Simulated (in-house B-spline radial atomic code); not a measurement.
A radial electron density 4πr²n(r) was computed for an atom or ion in its tabulated ground configuration with a B-spline radial code for spherical atoms; method: Dirac-Kohn-Sham LDA PW92, spherical fractional occupations. Columns: r (bohr), 4πr²n(r) (electrons per bohr), bar.

```
 0.00182    1.323 #
 0.00221    1.874 ##
 0.00268    2.633 ##
 0.00325    3.674 ###
 0.00394     5.08 ####
 0.00477    6.938 ######
 0.00579    9.397 ########
 0.00702    12.52 ###########
 0.00852    16.39 ##############
  0.0103     20.9 ##################
  0.0125    26.08 ######################
  0.0152    31.59 ###########################
  0.0184    36.69 ################################
  0.0224     40.9 ###################################
  0.0271    43.22 #####################################
  0.0329    43.29 #####################################
  0.0399    41.22 ###################################
  0.0484    38.09 #################################
  0.0587    35.85 ###############################
  0.0712    36.49 ###############################
  0.0863    40.71 ###################################
   0.105    46.97 ########################################
   0.127    51.13 ############################################
   0.154    49.74 ###########################################
   0.187     42.3 ####################################
   0.227    33.15 #############################
   0.275     28.3 ########################
   0.333    29.81 ##########################
   0.404    33.83 #############################
    0.49    34.11 #############################
   0.595     28.1 ########################
   0.721    18.71 ################
   0.875    10.18 #########
    1.06    4.889 ####
    1.29     2.28 ##
    1.56    1.124 #
    1.89   0.4905 
     2.3   0.1523 
    2.79  0.03021 
    3.38 0.003413 
     4.1 0.0001895 
    4.97 4.613e-06
```

Q: Which atom or ion is it?
A. Br6+
B. Br5+
C. Sr7+
D. Br7+

A: A. The area under the curve, ∫4πr²n dr = ∫r·4πr²n d(ln r) on this logarithmic grid, is 29 electrons, which only this option has. The configuration is [Ar] 3d10 4s1.
